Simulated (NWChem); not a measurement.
# C₂H₅FTe; SMILES CC[Te]F

```xyz
9

Te     0.2297    -0.5989     0.0463
F     -1.7005    -0.3644    -0.1390
C      0.6044     1.4510    -0.4966
C     -0.1895     2.4266     0.3483
H      0.3683     1.5391    -1.5667
H      1.6947     1.5745    -0.3834
H      0.1158     2.3907     1.4045
H     -1.2632     2.1934     0.2983
H     -0.0468     3.4566    -0.0181
```
Atoms are numbered in this order, from 1.

All runs: NWChem. All runs use the structure optimised with PBE0/def2-SVP. No frequency run checked for a minimum. def2 effective core potentials on Te; no spin-orbit coupling. Ions are spin-unrestricted doublets at the neutral geometry; other ion states weren't tried.

Q: Estimate the computed values for B3LYP/def2-SVP. Quantities: vertical ionisation energy, ΔSCF (eV); −ε(HOMO) (eV).

A: 
```json
{
  "vertical ionisation energy, ΔSCF (eV)": "8.34",
  "−ε(HOMO) (eV)": "5.77"
}
```
